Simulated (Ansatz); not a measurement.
Isomers of Si9H15 (doublet), relaxed with r2SCAN-D4/def2-SVP; total energies from Ansatz at PBE0-D4/def2-TZVP.

```tsv
isomer	description	energy (Eh)
A	point group not assigned; 10 × Si–Si 2.33 to 2.39 Å; 15 × H–Si 1.50 Å	-2613.45778
B	point group not assigned; 10 × Si–Si 2.33 to 2.37 Å; 15 × H–Si 1.49 to 1.50 Å	-2613.47833
C	point group not assigned; 9 × Si–Si 2.17 to 2.38 Å; 15 × H–Si 1.49 to 1.50 Å	-2613.38944
```

The isomers come from a short search, and lower ones may exist.

Q: Work out the relative energies (1 Eh = 2625.5 kJ/mol) and the Boltzmann populations at 1200 K from electronic energies alone (R = 8.314 J/mol/K).

A: ΔE: A 54.0, B 0.0, C 233.4 kJ/mol. RT = 9.98 kJ/mol. Factors exp(−ΔE/RT): A 0.00447, B 1, C 6.97e-11; sum 1.004. Populations: A 0.4 %, B 99.6 %, C 0.0 %. Zero-point energy, vibrational entropy and symmetry numbers are left out and can shift these; an error of 4 kJ/mol changes a ratio by a factor of 1.5. Over the other density-functional and correlated levels in def2 sets, the gap between B and A ranges from 51 to 62 kJ/mol.
